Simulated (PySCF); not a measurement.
**SMILES BP[SiH2]O[SiH3], BH₈OPSi₂**

Geometry:
```csv
atom,x (Å),y (Å),z (Å)
B1,2.925,0.271,0.367
P2,1.240,0.906,-0.044
Si3,0.096,-0.773,-0.988
O4,-1.530,-0.478,-0.901
Si5,-2.711,0.102,0.117
H6,3.890,0.982,0.245
H7,3.015,-0.819,0.877
H8,1.373,1.913,-1.033
H9,0.435,-0.943,-2.427
H10,0.467,-1.982,-0.198
H11,-3.982,0.177,-0.654
H12,-2.338,1.460,0.612
H13,-2.882,-0.816,1.283
```

Method used: GIAO B3LYP/6-31G magnetisability, rotational g tensor and spin-rotation constants, non-relativistic, gas phase in PySCF. Geometry: PBE0-D3(BJ)/def2-SVP.

(1) Give the nuclear spin-rotation constants along the inertial axes (H = +C I·J) beside the isotropic shieldings.

## Answers

(1) Rotational constants 5.3487, 1.0979, 0.9750 GHz. A star marks the isotopologue with that one atom substituted, in its own axes.
| atom | isotope | Caa (kHz) | Cbb (kHz) | Ccc (kHz) | mean (kHz) | σ (ppm) |
| --- | --- | --- | --- | --- | --- | --- |
| B1 | 11B | 2.108 | 0.194 | 0.369 | 0.890 | 40.9 |
| P2 | 31P | 5.830 | 1.169 | 1.329 | 2.776 | 486.0 |
| H6 | 1H | 0.321 | -0.087 | -0.051 | 0.061 | 24.3 |
| H7 | 1H | -0.420 | -0.068 | 0.067 | -0.141 | 24.3 |
| H8 | 1H | -0.584 | -0.125 | 0.028 | -0.227 | 29.2 |
| H9 | 1H | -0.510 | -0.021 | -0.022 | -0.184 | 26.9 |
| H10 | 1H | -0.487 | -0.080 | 0.027 | -0.180 | 26.9 |
| H11 | 1H | 0.037 | -0.101 | -0.058 | -0.041 | 27.5 |
| H12 | 1H | -0.382 | 0.009 | -0.078 | -0.150 | 27.4 |
| H13 | 1H | -0.460 | -0.105 | 0.037 | -0.176 | 27.5 |
| Si3 | 29Si* | -2.458 | -0.603 | -0.583 | -1.215 | 428.4 |
| O4 | 17O* | -0.534 | -0.045 | -0.008 | -0.196 | 335.7 |
| Si5 | 29Si* | -2.666 | -0.531 | -0.524 | -1.241 | 450.6 |

For the geometry as given, no vibrational averaging.
